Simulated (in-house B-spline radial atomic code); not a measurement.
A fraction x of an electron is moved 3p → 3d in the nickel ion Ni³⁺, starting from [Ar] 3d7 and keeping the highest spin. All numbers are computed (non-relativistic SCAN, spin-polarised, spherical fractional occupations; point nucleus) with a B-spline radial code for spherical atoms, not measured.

| x | E(x) - E(0) (eV) | 3p down level (eV) | 3d down level (eV) |
| --- | --- | --- | --- |
| 0 | 0.0000 | -109.579 | -44.770 |
| 0.125 | 8.1001 | -109.681 | -44.888 |
| 0.25 | 16.1981 | -109.780 | -45.006 |
| 0.375 | 24.2934 | -109.873 | -45.123 |
| 0.5 | 32.3853 | -109.961 | -45.240 |
| 0.625 | ? | ? | ? |
| 0.75 | 48.5559 | -110.112 | -45.473 |
| 0.875 | ? | ? | ? |
| 1 | 64.7018 | -110.224 | -45.704 |

Q: What belongs in the row x = 0.625?

A: An energy change of 40.4732 eV; 3p down at -110.041 eV, 3d down at -45.357 eV.

Q: What belongs in the row x = 0.875?

A: An energy change of 56.6326 eV; 3p down at -110.174 eV, 3d down at -45.589 eV.

Q: Check Janak's theorem between x = 0.125 and 0.25.

A: The slope of the energy is 64.78 eV; the orbital levels give 64.78 eV (ε of the receiving orbital less ε of the emptying one, averaged over the two points).
